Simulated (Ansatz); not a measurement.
An input meant for OsO₄ (charge 0, singlet).

```yaml
crystal:
  periodic: [false, false, false]
  atoms:
    - {symbol: Os, position_ang: [-0.000003, 0.000003, 0.000002]}
    - {symbol: O, position_ang: [0.010660, -0.018154, 1.692383]}
    - {symbol: O, position_ang: [1.592104, 0.010570, -0.574144]}
    - {symbol: O, position_ang: [-0.805207, 1.385649, -0.544271]}
    - {symbol: O, position_ang: [-0.797554, -1.378057, -0.573960]}
basis:
  gaussian: {orbitals: def2-SVPD}
magnetization: {spin_polarized: true, initial_magnetization: 1}
hamiltonian: {xc: {name: revPBE}, dispersion: d4}
scf: {lower_state_search: light}
output: {forces: true}
```

```sh
$ ansatz run in.yaml --threads 2 --pin off --events-out ev --progress --plain --max-ram 4352MiB
```

It prints (some lines left out):

```
Error: a molecule whose nuclei and cores have a total charge of 48 cannot have a net charge of 0 together with 1 unpaired electrons
```

In this input the number of unpaired electrons doesn't fit the electron count. The program refused the input.
